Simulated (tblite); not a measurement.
C6H3N2 (doublet state).
Geometry (GFN2-xTB, Å), atoms numbered from 1 in this order:
```xyz
11
C6H3N2 angstrom
C     -2.603   -0.091    1.907
C     -2.259    0.054    0.759
C     -1.826    0.326   -0.562
N     -0.707    0.018   -1.037
C      0.475   -0.433   -0.630
C      1.334    0.264    0.155
C      2.622   -0.204    0.427
N      3.683   -0.581    0.656
H     -2.550    0.807   -1.212
H      0.787   -1.365   -1.091
H      1.049    1.206    0.601
```

Calculated harmonic vibrations of the isolated species, GFN2-xTB (tblite), most abundant isotopes, no scaling. The method is semi-empirical: single wavenumbers can be off by several per cent or more. One conformer, not necessarily the lowest. Open shells enter through the occupations alone, without spin polarisation, and single modes of such species can be off by tens of per cent.

Harmonic wavenumbers (cm⁻¹): 33.8, 84.4, 141.2, 167.1, 215.8, 275.0, 311.2, 452.4, 491.2, 537.2, 576.1, 743.8, 814.0, 912.6, 957.4, 1036.5, 1118.1, 1207.3, 1246.5, 1283.4, 1524.0, 1741.6, 2164.5, 2341.0, 2995.9, 3028.0, 3074.1.

A = 5497, B = 999.8, C = 872.8 MHz; mass 103.030 u (most abundant isotopes); point group C1, symmetry number 1; spin multiplicity 2.

Q: Zero-point energy?

A: ½Σν̃ = 14737 cm⁻¹ = 42.13 kcal/mol.

Q: Entropy at 298.15 K, 1 bar (ideal gas, RRHO, classical rotation)?

A: Translation 39.83, rotation 28.60, vibration 23.04, spin (R ln 2) 1.38: S = 92.8 cal/(mol K).

Q: And Cp and H(298.15 K) − H(0)?

A: Cp = 29.28 cal/(mol K), of which vibrations give 21.33 (their classical limit is 27 R = 53.7); H(298.15 K) − H(0) = 5.84 kcal/mol without the zero-point energy, 3.47 from vibrations.

Q: How do the functions run with temperature in this model?

A: 
```tsv
T (K)	S (cal/(mol K))	Cp (cal/(mol K))	H − H(0) (kcal/mol)	G − H(0) (kcal/mol)	ln q(vib)
150	76.0	20.3	2.15	-9.26	2.69
250	87.9	26.6	4.50	-17.48	4.77
400	102.2	34.3	9.09	-31.78	7.68
600	117.6	41.6	16.73	-53.81	11.20
900	135.9	48.4	30.33	-91.94	15.86
```

q(vib) and H(0) count from the zero-point level.

Q: Which modes carry the vibrational entropy at 298.15 K?

A: 33.8 cm⁻¹: 5.59; 84.4 cm⁻¹: 3.79; 141.2 cm⁻¹: 2.79; 167.1 cm⁻¹: 2.47; 215.8 cm⁻¹: 1.99; 275.0 cm⁻¹: 1.56 cal/(mol K); the other 21 give 4.85 together.

Q: Blend soft modes into free rotors: weight 1/[1 + (100 cm⁻¹/ν̃)⁴] for the oscillator and the rest for a rotor with moment μB/(μ + B), μ = h/(8π²ν), B = 10⁻⁴⁴ kg m². What vibrational entropy results?

A: 20.84 cal/(mol K) in place of 23.04, which changes −T·S at 298.15 K by +0.66 kcal/mol.

Hindered rotation and anharmonicity are outside this model. Other conformers, if any are populated, would add a mixing term that is left out. The structure is chiral; the term R ln 2 for an equal mix with its mirror image is left out.
